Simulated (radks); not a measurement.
The numbers below are computed, except where a source is named.
Question: Radial electron density D(r) = 4 pi r^2 rho(r) of an atom or ion with 4 electrons. Level of theory: scalar-relativistic Kohn-Sham, SCAN, spin-polarised, spherical densities, finite nucleus; meta-GGA in the generalised Kohn-Sham scheme; Fermi nuclear charge, rms radius of each element as measured or else 0.836 A^(1/3) + 0.57 fm (a radial shooting solver on a logarithmic mesh with Libxc functionals).

```
   r/bohr * D(r) (the largest magnitude, 18, reaches the edge; | marks zero)
 0.003791 |*
 0.004593 | *
  0.00561 |  *
 0.006798 |   *
 0.008237 |     *
 0.009981 |       *
  0.01209 |          *
  0.01477 |              *
   0.0179 |                  *
  0.02169 |                        *
  0.02628 |                               *
  0.03184 |                                      *
  0.03858 |                                             *
  0.04712 |                                                   *
  0.05709 |                                                      *
  0.06917 |                                                     *
  0.08382 |                                                *
   0.1016 |                                        *
    0.124 |                            *
   0.1503 |                   *
   0.1821 |            *
   0.2207 |           *
   0.2674 |             *
   0.3266 |                *
   0.3957 |               *
   0.4794 |           *
   0.5809 |      *
   0.7039 |  *
   0.8597 |*
    1.042 *
    1.262 *
```

What is the nuclear charge?

Answer: Z = 16. The innermost maximum, from 1s, lies near gamma/Z bohr with gamma = sqrt(1 - (Z/c)^2) = 0.993, here 0.0621 bohr (found: 0.0614), and its height grows with Z. The density is that of the sulfur ion S12+ in [He] 2s2; the configuration itself is not fixed sharply by these data, and Z only to about a unit. D(r) has 2 maxima, at r = 0.0614, 0.348 bohr, and minima at 0.210 bohr, inside which lie 2.07 electrons.
